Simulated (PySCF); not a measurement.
## Does the structure fit the spectrum?

A compound C₃H₉F₃Si₂ gives the data below (simulated from a calculation) and was assigned the structure `C[SiH2][C@@H]([SiH3])C(F)(F)F`.

$^{13}$C{$^{1}$H} NMR (computed): δ 136.3 (C), 38.7 (CH2), -4.1 (CH).

$^{1}$H NMR (600 MHz, computed): δ 3.97 (d, 6H), 2.25 (m, 2H), 0.59 (m, 1H).

Level of theory: geometry: GFN2-xTB, σ from GIAO-PBE0/pcSseg-1, in PySCF 2.14.0 with density-fitted response routines (no relativistic terms, one conformer, rapidly exchanging positions averaged, gas phase).

Chemical shifts δ = σref − σ; TMS for $^{1}$H (σref 31.72) and $^{13}$C (σref 186.93), all at this level.

(1) Compare with the shifts computed for the proposed structure, pairing carbons in order of shift.

(2) Which isomer fits?

Answers

(1) Mapped SMILES: `[CH3:1][SiH2:2][C@@H:3]([SiH3:4])[C:5]([F:6])([F:7])[F:8]`. Hydrogens are named by the atom that carries them.

```tsv
atom	computed for proposal	given list	difference
C5	139.1	136.3	+2.8
C3	16.4	38.7	-22.3
C1	-7.4	-4.1	-3.3
```

The rms difference is 13.1 ppm and the largest -22.3 ppm at C3 (sp3 CH bonded to 2 Si). The carbon types in order of shift don't match either: C, CH, CH3 for the proposal against C, CH2, CH in the data. The proposal doesn't fit.

(2) `C(C(F)(F)F)C([SiH3])[SiH3]`.

1. Carbon types of the structure: 1 × C, 1 × CH, 1 × CH2, leaving 6 H on heteroatoms.
2. δC 136.3: CF3 carbon; 3 electronegative neighbours deshield it.
3. δC 38.7: sp3 CH2; saturated and bonded to C and H only.
4. δC -4.1: sp3 CH bonded to 2 Si; an electropositive neighbour leaves it electron-rich and shielded.
5. δH 0.59: hydrogen on an sp3 CH bonded to 2 Si; an electropositive neighbour shields it, as in TMS itself.

The data come from this structure; uniqueness wasn't tested.

Splittings by $^{19}$F in the carbon and heteronuclear signals aren't shown, as no couplings were computed. Shifts are as computed. Against solution values, carbons near 30 ppm lie about +3 ppm off and those near 130 ppm about +5 ppm. Of 1211 compounds with measured shifts, 218 miss one by over three times the rms of a fit or turn the order of signals round; such compounds aren't used in these exercises. No couplings were computed; multiplicities are counted from neighbouring protons, with m where these are inequivalent, close in shift, in a saturated or five-membered ring or joined by F or P, and br s for small geminal =CH2 splittings.
